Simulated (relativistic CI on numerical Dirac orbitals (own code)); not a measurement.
# I19+: computed level list

Calculated at this level of theory: Dirac-Coulomb-Breit CI, KLI orbitals optimised for each configuration, QED by a radiative potential, unscaled Slater integrals (own radial code, finite nucleus).

CI space (outside the closed core [Ar] 3d10): 4s2.4p4, 4s.4p5, 4s2.4p3.4d, 4p6, 4s.4p4.4d, 4s2.4p3.4f, 4s.4p4.4f, 4p5.4d, 4s.4p3.4d2, 4s2.4p2.4d.4f, 4p5.4f, 4s2.4p3.5s, 4s2.4p3.5p, 4p5.5s, 4s.4p3.4d.5s, 4s.4p4.5s, 4p4.4d.4f, 4s2.4p3.5d, 4s2.4p2.4f.5s, 4s.4p4.5p, 4s.4p3.4f2, 4s2.4p3.5f, 4s2.4p3.5g, 4s.4p4.5d, 4s2.4p3.6s, 4s2.4p3.6p, 4s.4p3.5s2, 4s2.4p2.4d2, 4s2.4p.4d3, 4s.4p2.4d3, 4s2.4p.4d2.4f, 4s.4p2.4d2.4f, 4s2.4p.4d2.5s, 4p4.4d2, 4p3.4d3, 4p3.4d2.4f, 4p3.4d2.5s, 4s2.4p2.4d.5s, 4s.4p2.4d2.5s, 4s2.4p.4d.4f.5s, 4s.4p2.4d.4f.5s, 4s2.4p.4d.5s2, 4p4.4d.5s, 4p3.4d.4f.5s, 4p3.4d.5s2, 4s2.4p2.5s2, 4s.4p2.4d.5s2, 4s2.4p.4f.5s2, 4s.4p2.4f.5s2. Double excitations out of closed p, d and f shells are left out; levels of such configurations are missing from the list, as are those of other unlisted configurations, and high levels can miss mixing partners. These lack a partner that the ground configuration has and come out too high: 4s2.4p3.5p, 4s2.4p3.5d, 4s.4p4.5p, 4s2.4p3.5f, 4s2.4p3.5g.

The lowest level is 4s2.4p4 3P_2, with 76 % of that term; Hund's rules for 4s2.4p4 give 3P with J = 2, in agreement.

```
No.  Configuration  Term  J  E (cm⁻¹)   %  Next component (%)  Landé g         jj configuration (%)
  1        4s2.4p4    3P  2         0  76               22 1D    1.386                 4p3/2^2 (97)
  2        4s2.4p4    3P  0     39518  51               47 1S                          4p3/2^2 (94)
  3        4s2.4p4    3P  1    105896  98      1 4s.4p4.4d 3P    1.500           4p1/2 4p3/2^3 (98)
  4        4s2.4p4    1D  2    129401  76               22 3P    1.112           4p1/2 4p3/2^3 (96)
  5        4s2.4p4    1S  0    256257  50               47 3P                          4p3/2^4 (94)
  6         4s.4p5   3P°  2    496143  85   12 4s2.4p3.4d 3P°    1.498              4s 4p3/2^3 (85)
  7         4s.4p5   3P°  1    537338  60              19 1P°    1.364              4s 4p3/2^3 (65)
  8         4s.4p5   3P°  0    604228  78   16 4s2.4p3.4d 3P°                 4s 4p1/2 4p3/2^4 (78)
  9     4s2.4p3.4d   3F°  2    638315  30              28 5D°    1.087             4p3/2 4d3/2 (87)
 10     4s2.4p3.4d   5D°  3    644530  42              23 3F°    1.287             4p3/2 4d3/2 (66)
 11     4s2.4p3.4d   5D°  0    646342  53              32 3P°                      4p3/2 4d3/2 (80)
 12     4s2.4p3.4d   5D°  1    649603  26       20 4s.4p5 3P°    1.246             4p3/2 4d3/2 (46)
 13     4s2.4p3.4d   5D°  1    659923  41       32 4s.4p5 1P°    1.275     4p1/2 4p3/2^2 4d3/2 (25)
 14     4s2.4p3.4d   5D°  4    662483  56              31 3F°    1.364             4p3/2 4d5/2 (84)
 15     4s2.4p3.4d   5D°  2    680002  42              28 3D°    1.298             4p3/2 4d5/2 (67)
 16     4s2.4p3.4d   3G°  3    712816  35              23 5D°    1.085             4p3/2 4d5/2 (36)
 17     4s2.4p3.4d   3D°  1    727230  76              15 3P°    0.720     4p1/2 4p3/2^2 4d3/2 (50)
 18     4s2.4p3.4d   3F°  2    731391  47              36 3D°    0.967     4p1/2 4p3/2^2 4d3/2 (88)
 19     4s2.4p3.4d   1S°  0    733725  60              27 5D°              4p1/2 4p3/2^2 4d3/2 (67)
 20     4s2.4p3.4d   3F°  3    742465  69              13 5D°    1.140     4p1/2 4p3/2^2 4d3/2 (69)
 21     4s2.4p3.4d   3D°  3    751748  65              18 3G°    1.227     4p1/2 4p3/2^2 4d5/2 (78)
 22     4s2.4p3.4d   3D°  1    755177  77               7 5D°    0.672             4p3/2 4d5/2 (37)
 23     4s2.4p3.4d   3G°  4    758523  58              27 5D°    1.192     4p1/2 4p3/2^2 4d5/2 (67)
 24     4s2.4p3.4d   3F°  4    768269  67              25 1G°    1.193     4p1/2 4p3/2^2 4d5/2 (47)
 25     4s2.4p3.4d   1G°  4    782631  50              31 3F°    1.093     4p1/2 4p3/2^2 4d5/2 (66)
 26     4s2.4p3.4d   3G°  5    789536  98    1 4s.4p3.4d2 3G°    1.199     4p1/2 4p3/2^2 4d5/2 (98)
 27     4s2.4p3.4d   3F°  2    792916  44              33 1D°    0.921     4p1/2 4p3/2^2 4d3/2 (80)
 28     4s2.4p3.4d   3P°  1    809389  34              19 3D°    1.291     4p1/2 4p3/2^2 4d5/2 (49)
 29     4s2.4p3.4d   3P°  0    816564  57              28 1S°              4p1/2 4p3/2^2 4d5/2 (59)
 30     4s2.4p3.4d   3D°  2    827061  57              23 3P°    1.230     4p1/2 4p3/2^2 4d5/2 (90)
 31     4s2.4p3.4d   3F°  2    838132  40              32 3P°    1.083     4p1/2 4p3/2^2 4d5/2 (42)
 32     4s2.4p3.4d   3F°  3    841399  52              26 3D°    1.121     4p1/2 4p3/2^2 4d5/2 (84)
 33     4s2.4p3.4d   3D°  3    850382  47              21 1F°    1.121     4p1/2 4p3/2^2 4d5/2 (55)
 34     4s2.4p3.4d   3P°  2    858592  45              28 3D°    1.253     4p1/2 4p3/2^2 4d3/2 (42)
 35     4s2.4p3.4d   3P°  1    859402  49              24 1P°    1.290     4p1/2 4p3/2^2 4d3/2 (65)
 36     4s2.4p3.4d   3S°  1    877194  62              19 1P°    1.644     4p1/2 4p3/2^2 4d5/2 (56)
 37     4s2.4p3.4d   3D°  3    878292  47              30 1F°    1.194     4p1/2 4p3/2^2 4d3/2 (53)
 38     4s2.4p3.4d   3F°  4    906704  57              15 1G°    1.203           4p3/2^3 4d5/2 (92)
 39     4s2.4p3.4d   1P°  1    910672  42              32 3D°    0.947     4p1/2 4p3/2^2 4d3/2 (59)
 40     4s2.4p3.4d   1D°  2    911462  38              30 3D°    1.175           4p3/2^3 4d5/2 (36)
 41     4s2.4p3.4d   3P°  2    920768  36              28 1D°    1.242           4p3/2^3 4d5/2 (53)
 42     4s2.4p3.4d   3P°  0    946506  79       12 4s.4p5 3P°                    4p3/2^3 4d3/2 (69)
 43     4s2.4p3.4d   3D°  3    946677  44              39 1F°    1.168           4p3/2^3 4d5/2 (89)
 44     4s2.4p3.4d   3D°  1    954982  33              30 3P°    1.144           4p3/2^3 4d3/2 (57)
 45     4s2.4p3.4d   3D°  2    983304  46              42 1D°    1.065           4p3/2^3 4d3/2 (70)
 46     4s2.4p3.4d   1F°  3    995868  70              19 3D°    1.062           4p3/2^3 4d3/2 (57)
 47     4s2.4p3.4d   1P°  1   1059999  53              33 3D°    0.894           4p3/2^3 4d5/2 (75)
 48            4p6    1S  0   1066258  63     30 4s.4p4.4d 1S                           closed (63)
 49      4s.4p4.4d    5D  3   1104521  67               10 5F    1.455        4s 4p3/2^2 4d3/2 (59)
 50      4s.4p4.4d    5D  2   1105324  62               14 5P    1.487        4s 4p3/2^2 4d3/2 (77)
 51      4s.4p4.4d    5D  4   1112985  65               21 5F    1.443        4s 4p3/2^2 4d5/2 (56)
 52      4s.4p4.4d    5D  1   1114025  53               20 5P    1.638        4s 4p3/2^2 4d3/2 (73)
 53      4s.4p4.4d    5D  0   1132172  62               29 3P                 4s 4p3/2^2 4d5/2 (34)
 54      4s.4p4.4d    5F  5   1143544  81               13 3G    1.370        4s 4p3/2^2 4d5/2 (89)
 55      4s.4p4.4d    3F  4   1159954  36               30 5F    1.272        4s 4p3/2^2 4d3/2 (54)
 56      4s.4p4.4d    5P  1   1169052  50               20 3D    1.810        4s 4p3/2^2 4d3/2 (54)
 57      4s.4p4.4d    5F  3   1181229  50               16 3G    1.154        4s 4p3/2^2 4d3/2 (44)
 58      4s.4p4.4d    5P  2   1183006  47               18 3D    1.574        4s 4p3/2^2 4d3/2 (39)
 59      4s.4p4.4d    5F  2   1187118  63               14 3D    1.026        4s 4p3/2^2 4d3/2 (49)
 60      4s.4p4.4d    5F  1   1187847  62               20 3D    0.346        4s 4p3/2^2 4d3/2 (54)
 61      4s.4p4.4d    3P  1   1200191  57                9 5P    1.400        4s 4p3/2^2 4d5/2 (57)
 62      4s.4p4.4d    3P  0   1203439  60               28 5D           4s 4p1/2 4p3/2^3 4d3/2 (63)
 63      4s.4p4.4d    3F  4   1213006  41               23 5F    1.250        4s 4p3/2^2 4d5/2 (49)
 64      4s.4p4.4d    5P  3   1213886  33               25 3D    1.362        4s 4p3/2^2 4d5/2 (70)
 65      4s.4p4.4d    5P  3   1221640  33               19 3F    1.311        4s 4p3/2^2 4d5/2 (56)
 66      4s.4p4.4d    3D  1   1224267  56               20 5D    0.820  4s 4p1/2 4p3/2^3 4d3/2 (36)
 67      4s.4p4.4d    3D  2   1224296  30               23 3P    1.256        4s 4p3/2^2 4d5/2 (39)
 68      4s.4p4.4d    3G  3   1242020  32               20 3D    1.033        4s 4p3/2^2 4d3/2 (40)
 69      4s.4p4.4d    3D  2   1252890  28               23 3F    1.093  4s 4p1/2 4p3/2^3 4d3/2 (33)
 70      4s.4p4.4d    3F  2   1261004  38               22 1D    0.957        4s 4p3/2^2 4d5/2 (54)
```

Energies count from the lowest computed level; ° marks odd parity. Filled j subshells are mostly left out of the jj labels.

The mean weight of the leading LS term, summed over parents, in these 70 levels is 54 %, and that of the leading jj configuration (from the same eigenvectors) 63 %.

At this charge energies of transitions that change n are usually good to better than 1 %, and those within a shell (Δn = 0) to a few per cent.

LS names give the leading component of a level, which can be under half, so a name can repeat, a term be missing and a line seem to break the LS rules.
